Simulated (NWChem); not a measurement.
All runs are NWChem calculations. System: H$_{3}$As, charge 1, spin multiplicity 2, at the geometry of a parent with another charge or spin, in a state set for the comparison that need not be this species' ground state. Its SCF solution wasn't tested for a lower state. Level: ROCCSD(T)/cc-pVTZ, 9 core orbitals frozen.

Input file:

```
start mol
memory heap 100 mb stack 700 mb global 1900 mb
charge 1
geometry units angstroms nocenter noautoz
  As     0.001021     0.071038     0.000000
  H     -0.646662    -0.772289     1.100745
  H     -0.646662    -0.772289    -1.100745
  H      1.259642    -0.799689     0.000000
  symmetry group Cs
end
basis spherical
  * library cc-pvtz
end
scf
  rohf
  nopen 1
  maxiter 100
  thresh 1e-7
  semidirect memsize 60000000 filesize 0
  # guess.movecs holds the orbitals of an unrestricted PBE0 run
  vectors input guess.movecs output mol.movecs
end
tce
  freeze core 9
  ccsd(t)
  2eorb
  2emet 13
  thresh 1e-6
  maxiter 100
  tilesize 24
end
task tce energy
```

NWChem printed:

```
             Northwest Computational Chemistry Package (NWChem) 7.3.0
             --------------------------------------------------------

                                NWChem Input Module
                                -------------------

 Scaling coordinates for geometry "geometry" by  1.889725989
 (inverse scale =  0.529177249)

 Turning off AUTOSYM since
 SYMMETRY directive was detected!

                             Geometry "geometry" -> ""
                             -------------------------

 Output coordinates in angstroms (scale by  1.889725989 to convert to a.u.)

  No.       Tag          Charge          X              Y              Z
 ---- ---------------- ---------- -------------- -------------- --------------
    1 As                  33.0000     0.00102100     0.07103800     0.00000000
    2 H                    1.0000    -0.64666200    -0.77228900     1.10074500
    3 H                    1.0000    -0.64666200    -0.77228900    -1.10074500
    4 H                    1.0000     1.25964200    -0.79968900     0.00000000

 Effective nuclear repulsion energy (a.u.)      34.9516285710

            Nuclear Dipole moment (a.u.)
            ----------------------------
        X                 Y               Z
 ---------------- ---------------- ----------------
     0.0000207870    -0.0000245664     0.0000000000

      Symmetry information
      --------------------

 Group name             Cs
 Group number              2
 Group order               2
 No. of unique centers     3

      Symmetry unique atoms

     1    2    4


 Summary of "ao basis" -> "" (spherical)
 ------------------------------------------------------------------------------
       Tag                 Description            Shells   Functions and Types
 ---------------- ------------------------------  ------  ---------------------
 *                          cc-pvtz                   on all atoms

 Summary of "ao basis" -> "ao basis" (spherical)
 ------------------------------------------------------------------------------
       Tag                 Description            Shells   Functions and Types
[...]
     L(0) DIIS level shift : 0.00D+00
     T(1) DIIS level shift : 0.00D+00
     L(1) DIIS level shift : 0.00D+00
     T(R) DIIS level shift : 0.00D+00
     T(I) DIIS level shift : 0.00D+00
   CC-T/L Amplitude update :  5-th order DIIS
                I/O scheme : Global Array Library
        L-threshold :  0.10D-05
        EOM-threshold :  0.10D-05
 no EOMCCSD initial starts read in
 TCE RESTART OPTIONS
 SLICE:      F
 D4D5:       F
 quantumc:   F
 qrotation:  F
 pwtce:      F
 qducc:      F
 nacto:                         0
 nrotv:                         0
 nrot:                          0

            Memory Information
            ------------------
          Available GA space size is     249022350 doubles
          Available MA space size is     104851972 doubles

 Maximum block size supplied by input
 Maximum block size        24 doubles

 tile_dim =     20

 -------------------------------------------------
   1    alpha     a'     5 doubles       0       1
   2    alpha     a'     1 doubles       5       2
   3    alpha     a"     3 doubles       6       3
   4    beta      a'     5 doubles       9       4
   5    beta      a"     3 doubles      14       5
   6    alpha     a'    20 doubles      17       6
   7    alpha     a'    20 doubles      37       7
   8    alpha     a"    13 doubles      57       8
   9    alpha     a"    14 doubles      70       9
  10    beta      a'     1 doubles      84      10
  11    beta      a'    20 doubles      85      11
  12    beta      a'    20 doubles     105      12
  13    beta      a"    13 doubles     125      13
  14    beta      a"    14 doubles     138      14

 Global array virtual files algorithm will be used

 Parallel file system coherency ......... OK

 4-electron integrals stored in orbital form

 v2    file size   =          3630953
 4-index algorithm nr.  13 is used
 imaxsize =       30
 imaxsize ichop =        0


CCSD iterations
 ---------------------------------------------------------
 Iter          Residuum       Correlation     Cpu    Wall
 ---------------------------------------------------------
    1   0.1221584431652  -0.2027722554268     0.5     0.5
    2   0.0342859242206  -0.2158602450477     0.5     0.5
    3   0.0126459183005  -0.2205493844636     0.5     0.5
    4   0.0052209544644  -0.2217677302391     0.5     0.5
    5   0.0022969300662  -0.2222820714268     0.5     0.5
    6   0.0003689410034  -0.2226054329153     0.5     0.5
    7   0.0001385154924  -0.2226147403596     0.5     0.5
    8   0.0000675666143  -0.2226162728440     0.5     0.5
    9   0.0000334819509  -0.2226168609816     0.5     0.5
   10   0.0000176140584  -0.2226173978952     0.5     0.5
   11   0.0000029698781  -0.2226178505180     0.5     0.5
   12   0.0000012461671  -0.2226180590370     0.5     0.5
   13   0.0000006226918  -0.2226181043705     0.5     0.5
 -----------------------------------------------------------------
 Iterations converged
 CCSD correlation energy / hartree =        -0.222618104370460
 CCSD total energy / hartree       =     -2235.847072605572976

 Singles contributions

 Doubles contributions
 CCSD(T)
 Using plain CCSD(T) code
             total no. of tasks          740
 total no. of tasks / no. procs          740
                         wl_min           45           1.9
                         wl_max      1000000          10.0
        thresh for no. of tasks          740

 CCSD[T]  correction energy / hartree =        -0.008133539459157
 CCSD[T] correlation energy / hartree =        -0.230751643829617
 CCSD[T] total energy / hartree       =     -2235.855206145032298
 CCSD(T)  correction energy / hartree =        -0.007708774077004
 CCSD(T) correlation energy / hartree =        -0.230326878447464
 CCSD(T) total energy / hartree       =     -2235.854781379649921

 Task  times  cpu:       43.5s     wall:       43.5s

 Total times  cpu:       43.5s     wall:       43.5s
```
